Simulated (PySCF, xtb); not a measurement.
BrClHMoNO, SMILES [NH]=[Mo](=[O])([Cl])[Br], multiplicity 1.

GFN2-xTB run with xtb at its own geometry gives an orbital gap of 2.65 eV and a dipole moment of 3.87 D.

Coordinates come from a PBE0-D3(BJ)/def2-SVP optimisation. The multiplicity is an assumed one; no other spin state was optimised. The structure was generated by enumeration; whether it is a known compound was not checked. The def2 effective core potentials stand for the cores of Mo; spin–orbit coupling is left out.

### Question
What does PySCF with PBE/def2-TZVP give? (An estimate is asked for; the answer gives what the named calculation found.)

### Answer
gap 3.42 eV (levels -7.37 and -3.96 eV), dipole 1.74 D.
